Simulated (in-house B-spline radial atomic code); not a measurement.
**Mo⁶⁺: [Ar] 3d10 4s2 4p6**

Computed with an all-electron radial atomic-structure program (B-spline basis): Dirac-Kohn-Sham LDA PW92, spherical fractional occupations, Fermi nucleus of rms radius 4.4091 fm.

Screening seen three ways: the hydrogenic charge with the same mean radius, Z_r = [3n² - l(l+1)]/(2<r>), the one with the same energy, Z_e = n√(-2ε), and Slater's rules. Values are occupation-weighted means over j. An effective charge above Z reflects the relativistic contraction of the inner shells.

| shell | electrons | ε (eV) | <r> (bohr) | Z_r | Z_e | Slater |
| --- | --- | --- | --- | --- | --- | --- |
| 1s | 2 | -19871 | 0.0352 | 42.61 | 38.22 | 41.70 |
| 2s | 2 | -2881.6 | 0.1536 | 39.07 | 29.11 | 37.85 |
| 2p | 6 | -2588.8 | 0.1339 | 37.35 | 27.59 | 37.85 |
| 3s | 2 | -560.71 | 0.4291 | 31.46 | 19.26 | 30.75 |
| 3p | 6 | -464.53 | 0.4303 | 29.05 | 17.53 | 30.75 |
| 3d | 10 | -306.9 | 0.4143 | 25.34 | 14.25 | 20.85 |
| 4s | 2 | -144.69 | 1.064 | 22.56 | 13.04 | 14.25 |
| 4p | 6 | -117.3 | 1.152 | 19.96 | 11.75 | 14.25 |

The least bound orbital is 4p3/2 at -116.3 eV, and it is also the most diffuse (<r> = 1.16 bohr).

Spin-orbit splittings of the orbital energies (j = l + 1/2 above j = l - 1/2 when positive): 2p 106.4 eV, 3p 17.59 eV, 3d 3.343 eV, 4p 2.932 eV.

For the 1s electron the small component carries 2.34 % of the norm, the zero-frequency Breit interaction raises the level by 38.65 eV, self-energy by 21.11 eV, and vacuum polarisation lowers it by 2.438 eV.

The density falls to 0.001 bohr⁻³ at 2.576 bohr; Σ<r²> = 15.557 bohr² gives, by the non-relativistic formula and without the paramagnetism of open shells, a Langevin diamagnetic susceptibility of -12.32×10⁻⁶ cm³/mol.
